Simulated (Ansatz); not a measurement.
HfF₃Cl, SMILES [F][Hf]([F])([F])[Cl], multiplicity 1.

Geometry optimised at B3LYP-D3(BJ)/def2-SVP. The spin state was assumed, not searched. The structure was generated by enumeration; whether it is a known compound was not checked. The def2 effective core potentials stand for the cores of Hf; spin–orbit coupling is left out.

Two levels are set side by side: PBE/def2-SVPD (Ansatz, an electronic-structure program) and PBE0/def2-SVPD (Ansatz). Energy differences of separate SCF runs at the same geometry; the states with an electron removed or added have multiplicity 2 and 2. Differences are taken from unrounded values.

| quantity | PBE0 |
|---|---|
| vertical ionisation energy (eV) | 12.70 |
| vertical singlet–triplet gap (eV) | 7.23 |

What does PBE give, and how far is it from PBE0? (An estimate is asked for; the answer gives what the named calculation found.)


| quantity | PBE | PBE minus PBE0 |
|---|---|---|
| vertical ionisation energy (eV) | 12.33 | -0.37 |
| vertical singlet–triplet gap (eV) | 7.08 | -0.16 |
